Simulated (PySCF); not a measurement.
Compound: C5H4O2.
Bonds: O1–C2 (double), C2–C3, C3–C4 (aromatic), C4–C5 (aromatic), C5–O6 (aromatic), O6–C7 (aromatic), C3–C7 (aromatic). Hydrogens: H8 on C2; H9 on C4; H10 on C5; H11 on C7.

All values: wB97X-D/pcSseg-2 (PySCF, non-relativistic), on one gas-phase PBE0-D3(BJ)/def2-TZVP geometry that isn't relaxed in the solvent. The solvent is an IEF-PCM continuum (cavity from Bondi-type radii × 1.2). The model holds no explicit solvent molecules, cavitation or dispersion.

Gas phase at wB97X-D/pcSseg-2: HOMO -9.08 eV, LUMO 0.19 eV, dipole 3.20 D.

Task: What does the continuum do to the energy, the frontier levels and the dipole at wB97X-D/pcSseg-2 in chloroform?

Result: 
```
   solvent      ε  E(solvent) − E(gas) (kcal/mol)  polarisation term (kcal/mol)  distortion of the solute (kcal/mol)  HOMO (eV)  LUMO (eV)  dipole (D)
chloroform  4.711                           -4.56                         -5.16                                 0.60      -8.93       0.21        3.88
```

The first energy column is the sum of the next two and covers electrostatics alone.

Task: Which radius a makes the point-dipole formula ΔE = −[(ε − 1)/(2ε + 1)]·μ²/a³ give the value in chloroform, with the gas-phase dipole?

Result: μ = 1.260 au and |ΔE| = 0.00726 Eh give a = 2.26 Å; the farthest nucleus lies 2.86 Å from the centroid of the nuclei, so such a sphere wouldn't even hold the nuclei. The formula assumes a rigid point dipole at the centre of a sphere.

The values belong to the conformer `[O:1]=[CH:2][c:3]1[cH:4][cH:5][o:6][cH:7]1`: O1–C2–C3–C4 179°.

Note: wB97X-D ran without an empirical dispersion term, which enters the total energy and its gradient alone.
